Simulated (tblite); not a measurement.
Record of a relaxation.

Compound: C₆H₉N₂PSi.
Atom-mapped SMILES: `[PH2:1][SiH2:2]/[N:3]=[CH:4]/[c:5]1[cH:6][cH:7][cH:8][cH:9][n:10]1` (hydrogens: H11, H12 on P1; H13, H14 on Si2; H15 on C4; H16 on C6; H17 on C7; H18 on C8; H19 on C9)

Computed with GFN2-xTB (tblite), gas phase: L-BFGS steps from a force-field or distance-geometry start until the largest atomic force falls under 0.01 eV/Å. 5 of its 135 geometries are shown.

Step 0: E = -747.5075 eV, largest atomic force 1.884 eV/Å
```
atom  x, y, z in Å  |  force x, y, z in eV/Å
P1      4.031    1.170    0.249   -0.167   1.182   1.354
Si2     3.001   -0.574   -0.619   -0.205  -1.112   0.262
N3      1.250   -0.580   -0.324    0.590   1.232  -0.550
C4      0.480    0.437   -0.514    0.354  -1.742   0.624
C5     -0.950    0.242   -0.214   -1.222   0.659  -0.137
C6     -1.419   -0.996    0.220    0.813  -0.868   0.238
C7     -2.758   -1.192    0.494   -0.055  -0.286   0.157
C8     -3.659   -0.147    0.336   -0.216  -0.226  -0.003
C9     -3.154    1.069   -0.113    1.005  -0.579   0.080
N10    -1.846    1.238   -0.371   -0.403   0.481  -0.087
H11     4.302    2.190   -0.737    0.533  -1.250   0.482
H12     5.250    0.689    0.886   -0.716   0.489  -1.385
H13     3.365   -0.743   -2.012   -0.209   0.041  -0.400
H14     3.584   -1.778    0.064   -0.474   0.500  -0.087
H15     0.885    1.378   -0.849   -0.395   0.501  -0.070
H16    -0.692   -1.812    0.363   -0.461   0.494  -0.129
H17    -3.068   -2.174    0.843   -0.110   0.226  -0.073
H18    -4.730   -0.281    0.539    0.583   0.087  -0.088
H19    -3.882    1.872   -0.230    0.754   0.170  -0.186
```

Step 34: E = -748.4733 eV, largest atomic force 0.034 eV/Å
```
atom  x, y, z in Å  |  force x, y, z in eV/Å
P1      3.920    1.294    0.417   -0.018   0.005   0.012
Si2     3.018   -0.521   -0.574   -0.012  -0.013  -0.029
N3      1.305   -0.515   -0.410    0.002   0.019   0.009
C4      0.457    0.414   -0.489    0.004   0.013  -0.001
C5     -0.958    0.177   -0.208    0.018  -0.005  -0.002
C6     -1.402   -1.070    0.236    0.007  -0.003  -0.004
C7     -2.748   -1.234    0.507   -0.001  -0.005  -0.007
C8     -3.600   -0.156    0.324   -0.005   0.006   0.002
C9     -3.059    1.044   -0.123    0.002   0.004  -0.011
N10    -1.778    1.213   -0.381    0.008  -0.012   0.003
H11     4.334    1.902   -0.753    0.000   0.011  -0.011
H12     5.157    0.710    0.609    0.020  -0.002  -0.004
H13     3.389   -0.596   -1.990   -0.008  -0.008   0.005
H14     3.416   -1.732    0.144    0.006   0.005   0.015
H15     0.692    1.451   -0.756    0.010  -0.003   0.016
H16    -0.683   -1.863    0.358   -0.005  -0.016   0.001
H17    -3.128   -2.183    0.855   -0.006  -0.013   0.005
H18    -4.657   -0.240    0.523   -0.012   0.005   0.001
H19    -3.684    1.913   -0.281   -0.009   0.012   0.000
```

Step 67: E = -748.4970 eV, largest atomic force 0.095 eV/Å
```
atom  x, y, z in Å  |  force x, y, z in eV/Å
P1      3.915    1.373    0.214    0.055   0.019   0.033
Si2     3.033   -0.584   -0.457    0.019  -0.055  -0.035
N3      1.317   -0.591   -0.318   -0.004   0.013  -0.012
C4      0.526    0.380   -0.177    0.034   0.032  -0.047
C5     -0.916    0.173   -0.090    0.014  -0.019   0.067
C6     -1.421   -1.103    0.169   -0.072  -0.001   0.012
C7     -2.787   -1.250    0.323   -0.058   0.008   0.046
C8     -3.599   -0.132    0.185    0.006  -0.018   0.031
C9     -2.997    1.089   -0.102   -0.027  -0.018   0.066
N10    -1.694    1.246   -0.220   -0.017  -0.058   0.021
H11     3.957    1.967   -1.035   -0.020  -0.028  -0.011
H12     5.219    0.930    0.106    0.010   0.042   0.009
H13     3.305   -0.900   -1.861    0.004  -0.008  -0.003
H14     3.489   -1.656    0.428   -0.017   0.041   0.014
H15     0.849    1.427   -0.103    0.005  -0.006  -0.035
H16    -0.737   -1.932    0.268   -0.006   0.049  -0.021
H17    -3.209   -2.214    0.572   -0.027   0.015  -0.058
H18    -4.669   -0.205    0.320    0.073   0.029  -0.054
H19    -3.589    1.989   -0.215    0.028  -0.038  -0.023
```

Step 100: E = -748.5214 eV, largest atomic force 0.056 eV/Å
```
atom  x, y, z in Å  |  force x, y, z in eV/Å
P1      3.909    1.448    0.010    0.017   0.023   0.000
Si2     3.075   -0.616   -0.319    0.006  -0.016  -0.006
N3      1.359   -0.647   -0.163   -0.011   0.010  -0.004
C4      0.569    0.320    0.003    0.020   0.009   0.034
C5     -0.879    0.135    0.067    0.005   0.014   0.005
C6     -1.445   -1.139    0.139   -0.003  -0.003   0.004
C7     -2.823   -1.251    0.135   -0.020  -0.002   0.009
C8     -3.585   -0.094    0.069   -0.010  -0.001  -0.005
C9     -2.925    1.129    0.038   -0.006   0.009   0.016
N10    -1.614    1.245    0.036    0.002   0.021  -0.014
H11     3.587    1.922   -1.250    0.002  -0.007   0.002
H12     5.198    1.130   -0.374   -0.030   0.002   0.000
H13     3.317   -1.156   -1.658    0.005  -0.009   0.016
H14     3.584   -1.491    0.736   -0.004  -0.006   0.002
H15     0.897    1.365    0.095   -0.003  -0.002  -0.020
H16    -0.794   -1.996    0.201    0.013  -0.033  -0.043
H17    -3.300   -2.219    0.184    0.009  -0.014  -0.007
H18    -4.663   -0.135    0.042   -0.002  -0.003   0.029
H19    -3.478    2.059    0.015    0.008   0.005  -0.020
```

Step 134: E = -748.5308 eV, largest atomic force 0.008 eV/Å
```
atom  x, y, z in Å  |  force x, y, z in eV/Å
P1      3.872    1.480   -0.068   -0.001   0.001   0.005
Si2     3.099   -0.631   -0.197    0.000   0.001  -0.006
N3      1.375   -0.666   -0.131    0.000   0.001  -0.001
C4      0.584    0.309   -0.026   -0.003   0.002   0.003
C5     -0.865    0.132    0.022    0.000   0.003  -0.001
C6     -1.442   -1.140   -0.002    0.000  -0.001  -0.001
C7     -2.820   -1.241    0.048    0.000  -0.003   0.001
C8     -3.572   -0.077    0.117   -0.002  -0.005   0.001
C9     -2.902    1.140    0.134    0.000   0.000   0.001
N10    -1.590    1.247    0.089    0.000   0.002   0.001
H11     3.420    1.850   -1.322    0.004   0.000  -0.007
H12     5.135    1.189   -0.545    0.001  -0.003   0.001
H13     3.418   -1.324   -1.446   -0.002   0.000   0.002
H14     3.561   -1.367    0.978    0.003  -0.001   0.003
H15     0.913    1.356    0.034   -0.004   0.000   0.000
H16    -0.799   -2.004   -0.056    0.001   0.001   0.000
H17    -3.303   -2.208    0.035   -0.001   0.000  -0.003
H18    -4.650   -0.111    0.157    0.003   0.002   0.000
H19    -3.444    2.075    0.186    0.001   0.001   0.000
```

Problem. Summarise the path.

Solution. The energy falls by 98.74 kJ/mol from step 0 to step 134; nine tenths of that is first reached at step 10. It falls at every step. The largest force goes from 1.884 to 0.008 eV/Å. Among the bonds P1–H12 changes most, from 1.458 to 1.381 Å; the atoms move by 0.691 Å rms after alignment.

Problem. Follow the three bonds and two angles with the largest change from start to end.

Solution. 
```json
{"step": "0", "E above end (kJ/mol)": "98.74", "largest force (eV/Å)": "1.884", "P1–H12 (Å)": "1.458", "P1–H11 (Å)": "1.444", "Si2–N3 (Å)": "1.775", "H11–P1–H12 (°)": "112.0", "Si2–P1–H11 (°)": "112.2"}
{"step": "6", "E above end (kJ/mol)": "14.95", "largest force (eV/Å)": "0.402", "P1–H12 (Å)": "1.388", "P1–H11 (Å)": "1.390", "Si2–N3 (Å)": "1.743", "H11–P1–H12 (°)": "89.9", "Si2–P1–H11 (°)": "100.3"}
{"step": "12", "E above end (kJ/mol)": "7.10", "largest force (eV/Å)": "0.260", "P1–H12 (Å)": "1.381", "P1–H11 (Å)": "1.383", "Si2–N3 (Å)": "1.718", "H11–P1–H12 (°)": "90.9", "Si2–P1–H11 (°)": "97.7"}
{"step": "17", "E above end (kJ/mol)": "6.13", "largest force (eV/Å)": "0.102", "P1–H12 (Å)": "1.381", "P1–H11 (Å)": "1.382", "Si2–N3 (Å)": "1.720", "H11–P1–H12 (°)": "92.5", "Si2–P1–H11 (°)": "96.5"}
{"step": "23", "E above end (kJ/mol)": "5.75", "largest force (eV/Å)": "0.068", "P1–H12 (Å)": "1.382", "P1–H11 (Å)": "1.383", "Si2–N3 (Å)": "1.719", "H11–P1–H12 (°)": "92.2", "Si2–P1–H11 (°)": "96.1"}
{"step": "29", "E above end (kJ/mol)": "5.60", "largest force (eV/Å)": "0.045", "P1–H12 (Å)": "1.383", "P1–H11 (Å)": "1.384", "Si2–N3 (Å)": "1.720", "H11–P1–H12 (°)": "91.9", "Si2–P1–H11 (°)": "95.9"}
{"step": "35", "E above end (kJ/mol)": "5.54", "largest force (eV/Å)": "0.027", "P1–H12 (Å)": "1.381", "P1–H11 (Å)": "1.383", "Si2–N3 (Å)": "1.721", "H11–P1–H12 (°)": "92.1", "Si2–P1–H11 (°)": "95.8"}
{"step": "41", "E above end (kJ/mol)": "5.44", "largest force (eV/Å)": "0.040", "P1–H12 (Å)": "1.382", "P1–H11 (Å)": "1.384", "Si2–N3 (Å)": "1.721", "H11–P1–H12 (°)": "92.0", "Si2–P1–H11 (°)": "95.9"}
{"step": "47", "E above end (kJ/mol)": "5.32", "largest force (eV/Å)": "0.048", "P1–H12 (Å)": "1.383", "P1–H11 (Å)": "1.384", "Si2–N3 (Å)": "1.721", "H11–P1–H12 (°)": "92.0", "Si2–P1–H11 (°)": "96.3"}
{"step": "52", "E above end (kJ/mol)": "5.14", "largest force (eV/Å)": "0.038", "P1–H12 (Å)": "1.382", "P1–H11 (Å)": "1.383", "Si2–N3 (Å)": "1.723", "H11–P1–H12 (°)": "92.0", "Si2–P1–H11 (°)": "96.6"}
{"step": "58", "E above end (kJ/mol)": "4.82", "largest force (eV/Å)": "0.086", "P1–H12 (Å)": "1.384", "P1–H11 (Å)": "1.386", "Si2–N3 (Å)": "1.721", "H11–P1–H12 (°)": "92.1", "Si2–P1–H11 (°)": "97.6"}
{"step": "64", "E above end (kJ/mol)": "3.76", "largest force (eV/Å)": "0.128", "P1–H12 (Å)": "1.382", "P1–H11 (Å)": "1.389", "Si2–N3 (Å)": "1.722", "H11–P1–H12 (°)": "92.0", "Si2–P1–H11 (°)": "97.3"}
{"step": "70", "E above end (kJ/mol)": "2.77", "largest force (eV/Å)": "0.123", "P1–H12 (Å)": "1.382", "P1–H11 (Å)": "1.387", "Si2–N3 (Å)": "1.723", "H11–P1–H12 (°)": "92.4", "Si2–P1–H11 (°)": "94.9"}
{"step": "76", "E above end (kJ/mol)": "2.19", "largest force (eV/Å)": "0.051", "P1–H12 (Å)": "1.381", "P1–H11 (Å)": "1.383", "Si2–N3 (Å)": "1.723", "H11–P1–H12 (°)": "92.6", "Si2–P1–H11 (°)": "94.5"}
{"step": "82", "E above end (kJ/mol)": "1.79", "largest force (eV/Å)": "0.091", "P1–H12 (Å)": "1.383", "P1–H11 (Å)": "1.387", "Si2–N3 (Å)": "1.723", "H11–P1–H12 (°)": "92.2", "Si2–P1–H11 (°)": "95.6"}
{"step": "87", "E above end (kJ/mol)": "1.44", "largest force (eV/Å)": "0.052", "P1–H12 (Å)": "1.380", "P1–H11 (Å)": "1.384", "Si2–N3 (Å)": "1.723", "H11–P1–H12 (°)": "92.3", "Si2–P1–H11 (°)": "96.0"}
{"step": "93", "E above end (kJ/mol)": "1.17", "largest force (eV/Å)": "0.045", "P1–H12 (Å)": "1.381", "P1–H11 (Å)": "1.384", "Si2–N3 (Å)": "1.724", "H11–P1–H12 (°)": "92.3", "Si2–P1–H11 (°)": "95.9"}
{"step": "99", "E above end (kJ/mol)": "0.93", "largest force (eV/Å)": "0.052", "P1–H12 (Å)": "1.382", "P1–H11 (Å)": "1.384", "Si2–N3 (Å)": "1.724", "H11–P1–H12 (°)": "92.4", "Si2–P1–H11 (°)": "95.4"}
{"step": "105", "E above end (kJ/mol)": "0.70", "largest force (eV/Å)": "0.059", "P1–H12 (Å)": "1.380", "P1–H11 (Å)": "1.383", "Si2–N3 (Å)": "1.725", "H11–P1–H12 (°)": "92.2", "Si2–P1–H11 (°)": "94.9"}
{"step": "111", "E above end (kJ/mol)": "0.50", "largest force (eV/Å)": "0.034", "P1–H12 (Å)": "1.382", "P1–H11 (Å)": "1.384", "Si2–N3 (Å)": "1.725", "H11–P1–H12 (°)": "92.4", "Si2–P1–H11 (°)": "95.1"}
{"step": "117", "E above end (kJ/mol)": "0.40", "largest force (eV/Å)": "0.043", "P1–H12 (Å)": "1.381", "P1–H11 (Å)": "1.384", "Si2–N3 (Å)": "1.725", "H11–P1–H12 (°)": "92.3", "Si2–P1–H11 (°)": "95.2"}
{"step": "122", "E above end (kJ/mol)": "0.26", "largest force (eV/Å)": "0.050", "P1–H12 (Å)": "1.380", "P1–H11 (Å)": "1.383", "Si2–N3 (Å)": "1.725", "H11–P1–H12 (°)": "92.2", "Si2–P1–H11 (°)": "94.9"}
{"step": "128", "E above end (kJ/mol)": "0.03", "largest force (eV/Å)": "0.023", "P1–H12 (Å)": "1.382", "P1–H11 (Å)": "1.384", "Si2–N3 (Å)": "1.725", "H11–P1–H12 (°)": "92.3", "Si2–P1–H11 (°)": "95.0"}
{"step": "134", "E above end (kJ/mol)": "0.00", "largest force (eV/Å)": "0.008", "P1–H12 (Å)": "1.381", "P1–H11 (Å)": "1.384", "Si2–N3 (Å)": "1.725", "H11–P1–H12 (°)": "92.4", "Si2–P1–H11 (°)": "95.0"}
```

The cost below is that of the whole relaxation. The run took 1.3 s of wall time on Arm Neoverse V1, one thread, no GPU, shared host.
